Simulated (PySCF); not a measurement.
Input for PySCF:
```python
from pyscf import gto, scf, dft

mol = gto.M(
    atom='''
Cl    0.00000000    0.00000000    0.00000000
''',
    basis='def2-sv(p)',
    spin=1,
    verbose=5,
)

mf = dft.UKS(mol)
mf.xc = 'm06l'
mf.kernel()
mf.analyze()
```

Question: What <S^2> does M06L/def2-SV(P) (PySCF) give?

Answer: 0.752

Question: Predict the HOMO energy from M06L/def2-SV(P).

Answer: -7.95 eV

Question: Predict the total energy from M06L/def2-SV(P).

Answer: -459.9916 Eh

These values belong to the state on which the SCF converged, which isn't shown to be the lowest.
